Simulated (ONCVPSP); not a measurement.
**Before and after: ONCV potential for Lu**

```json
{
  "Element": "Lu (Z = 71)",
  "Generator": "ONCVPSP 4.0.1",
  "Type": "optimised norm-conserving Vanderbilt (ONCV)",
  "Functional": "LDA (Perdew-Zunger)",
  "Relativity": "scalar-relativistic",
  "Frozen core": "[Kr] 4d10 4f14",
  "Valence charge": "11",
  "Reference configuration": "5s2 5p6 5d1 6s1.5 6p0.5",
  "Partial waves": "5s+6s: rc 2.25 bohr, ncon 4, nbas 7, qcut 4.4 1/bohr, 2 projectors; 5p+6p: rc 2.70 bohr, ncon 4, nbas 7, qcut 5.4 1/bohr, 2 projectors; 5d: rc 2.35 bohr, ncon 3, nbas 7, qcut 4.2 1/bohr, 2 projectors, debl 2.4 Ha",
  "Local potential": "polynomial inside 1.50 bohr (lpopt 5, dvloc0 0 Ha)",
  "Core correction": "Teter function, fcfact 1.5, rcfact 1.4"
}
```

Change: all radii but the core radius scaled by about 0.78 (s 1.74, p 2.10, d 1.82 bohr); local potential polynomial inside 1.16 bohr (lpopt 5, dvloc0 0 Ha).

Cutoffs: the cutoffs (Ha) at which the residual kinetic energy of the hardest occupied pseudo-wave falls to 1 and 0.1 mHa per electron; they do not see the model core or the augmentation charge, which bear on the density cutoff. Errors are all-electron minus pseudo energies relative to the spin-unpolarised reference configuration.

Task: What does the change do?

Result: The potential gets harder (9.3 Ha and 24 Ha → 33 Ha and 51 Ha); of the 4 tests that both files solve, the error grows in 2 and shrinks in 0 by more than 15 % and 0.3 meV (median size 2.5 → 3.9 meV); neither file shows a bound ghost. A smaller radius makes the pseudo-wave follow the all-electron one further in, where it bends more sharply, so more plane waves are needed.

| quantity | base | changed |
| --- | --- | --- |
| cutoff, loose | 9.3 Ha | 33 Ha |
| cutoff, tight | 24 Ha | 51 Ha |
| loose cutoff by channel | s 5.3 Ha, p 9.3 Ha, d 8.4 Ha | s 33 Ha, p 9.6 Ha, d 12 Ha |
| bound ghosts | none | none |
| GHOST(+) flags under 300 eV | none | s at 66.9 eV |
| error for 5s2 5p6 5d1 6s2 6p0, meV [ΔE -1.73 eV] | +0.4 | +0.5 |
| error for 5s2 5p6 5d1 6s1 6p0, meV [ΔE 5.85 eV] | -0.1 | 0.0 |
| error for 5s2 5p6 5d1 6s0 6p0, meV [ΔE 19.42 eV] | +6.6 | +9.4 |
| error for 5s2 5p6 5d2 6s1 6p0, meV [ΔE 1.27 eV] | -4.6 | -7.3 |
| rms error of d²Exc/dni dnj with the model core, mHa | 4.06 | 3.65 |
